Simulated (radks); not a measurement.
The promethium ion Pm4+, 57 electrons, occupied as [Xe] 4f3.

Method: scalar-relativistic Kohn-Sham, r2SCAN, spin-polarised, spherical densities, finite nucleus; open shells are filled with parallel spins first (spin-orbit coupling, left out, can overturn this in heavy ions); meta-GGA in the generalised Kohn-Sham scheme; Fermi nuclear charge, rms radius 4.962 fm; computed with a radial shooting solver on a logarithmic mesh with Libxc functionals.

Energy parts (hartree):
part                       energy
total                 -10018.2170
kinetic                10685.4347
electron-nucleus      -24251.5416
Hartree                 3775.3481
exchange-correlation    -227.4582

Orbitals (lengths in bohr, moments of r in powers of bohr; r(90%) holds 90 % of the orbital's charge):
\begin{tabular}{lrrrr}
orbital & occ. & eigenvalue (hartree) & <r^4> & r(90%) \\ \hline
1s up & 1 & -1658.862 & 1.419e-06 & 0.0419 \\
1s down & 1 & -1658.862 & 1.419e-06 & 0.0419 \\
2s down & 1 & -272.0759 & 0.0002298 & 0.153 \\
2s up & 1 & -272.0755 & 0.0002298 & 0.153 \\
2p down & 3 & -243.0491 & 0.0001700 & 0.142 \\
2p up & 3 & -243.0489 & 0.0001700 & 0.142 \\
3s up & 1 & -61.19984 & 0.009050 & 0.382 \\
3s down & 1 & -61.15028 & 0.009029 & 0.381 \\
3p up & 3 & -52.03648 & 0.009486 & 0.387 \\
3p down & 3 & -51.98677 & 0.009459 & 0.387 \\
3d up & 5 & -39.47387 & 0.007743 & 0.369 \\
3d down & 5 & -39.43477 & 0.007710 & 0.368 \\
4s up & 1 & -13.88963 & 0.2245 & 0.847 \\
4s down & 1 & -13.76070 & 0.2245 & 0.847 \\
4p up & 3 & -10.85182 & 0.2918 & 0.906 \\
4p down & 3 & -10.72158 & 0.2922 & 0.906 \\
4d up & 5 & -6.54083 & 0.4621 & 1.02 \\
4d down & 5 & -6.40913 & 0.4664 & 1.02 \\
5s up & 1 & -3.19820 & 6.303 & 1.95 \\
5s down & 1 & -3.13574 & 6.607 & 1.98 \\
5p up & 3 & -2.38909 & 10.32 & 2.21 \\
5p down & 3 & -2.34299 & 10.83 & 2.24 \\
4f up & 3 & -1.90451 & 1.938 & 1.44 \\
4f down & 0 & -1.78197 & 2.178 & 1.48 \\
\end{tabular}

The highest occupied level is 4f up at -51.824 eV. The electron density at the nucleus is 5.136e+05 e/bohr^3 (large components only).
